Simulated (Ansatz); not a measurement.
A nudged elastic band was laid between two geometries of BF2H + H3P (8 atoms, charge 0, multiplicity 1).

Method: RKS PBE-D4/def2-SVP (Ansatz 0.2.0).

```json
{
  "movable images": "5",
  "climbing image": "yes",
  "spring": "5.0 eV/Å²",
  "optimiser": "quadratic models (default)",
  "start path": "through a guess of the saddle point",
  "force threshold": "0.05 eV/Å",
  "iteration limit": "60",
  "end points": "relaxed"
}
```

Initial state:

```xyz
8
Properties=species:S:1:pos:R:3
B 0.028 0.380 -0.088
H -0.137 0.789 1.039
F 1.245 0.282 -0.608
F -1.003 0.057 -0.858
P 0.235 -3.055 1.068
H -0.758 -2.562 0.148
H 1.293 -2.332 0.411
H -0.005 -1.981 2.000
```

Final state:

```xyz
8
Properties=species:S:1:pos:R:3
B 0.056 -0.744 -0.326
H 0.093 0.757 2.292
F 1.088 0.098 -0.302
F -1.103 -0.269 -0.778
P 0.191 -2.528 0.403
H -0.568 -3.153 -0.644
H 1.478 -2.806 -0.171
H -0.338 0.223 2.638
```

Question: Which bonds break or form, and what moves?

Answer: Bonds broken: B1–H2, P5–H8. Bonds formed: B1–P5, H2–H8. BF2H + H3P becomes BF2H2P + H2.

Question: Give the energies along the band, and the barrier.

Answer: The forces met the threshold. The highest image is number 3 of 0 to 6, 1.49 eV above the first end and 1.37 eV above the last; the last end lies 0.11 eV above the first. A vibrational analysis at the climbing image gives one clearly imaginary mode, 999i cm⁻¹: a first-order saddle point. The orbitals stay closed-shell, which can raise the energy where a bond breaks towards radicals; this wasn't checked here.

| image | path coordinate (Å) | energy (eV) | B1–H2 (Å) | P5–H8 (Å) | B1–P5 (Å) |
| --- | --- | --- | --- | --- | --- |
| 0 | 0.00 | 0.00 | 1.21 | 1.44 | 3.63 |
| 1 | 0.72 | 0.03 | 1.21 | 1.44 | 3.38 |
| 2 | 1.44 | 0.32 | 1.22 | 1.49 | 2.81 |
| 3 | 2.16 | 1.49 | 1.38 | 1.85 | 2.23 |
| 4 | 2.94 | 0.50 | 2.03 | 2.36 | 1.96 |
| 5 | 3.73 | 0.15 | 2.67 | 2.94 | 1.93 |
| 6 | 4.52 | 0.11 | 3.02 | 3.58 | 1.93 |

Question: What is the geometry of the highest image?

Answer: 
```xyz
8
Properties=species:S:1:pos:R:3:forces:R:3
B 0.070 -0.348 0.176 0.00 0.00 0.00
H -0.141 0.379 1.332 0.00 0.00 0.00
F 1.284 0.019 -0.304 0.00 0.00 0.00
F -1.034 -0.192 -0.595 0.00 0.00 0.00
P 0.156 -2.430 0.971 0.00 0.00 0.00
H -0.733 -2.691 -0.124 0.00 0.00 0.00
H 1.361 -2.498 0.195 0.00 0.00 0.00
H -0.066 -0.660 1.462 0.00 0.00 0.00
```

Question: What are the harmonic wavenumbers there?

Answer: 999i, 91, 225, 269, 479, 585, 599, 710, 841, 1005, 1056, 1152, 1212, 1336, 1970, 2113, 2353, 2379 cm⁻¹.

The run took 3.5 min on 1 thread of Arm Neoverse V2, with other jobs on the host, peak memory 0.14 GiB.
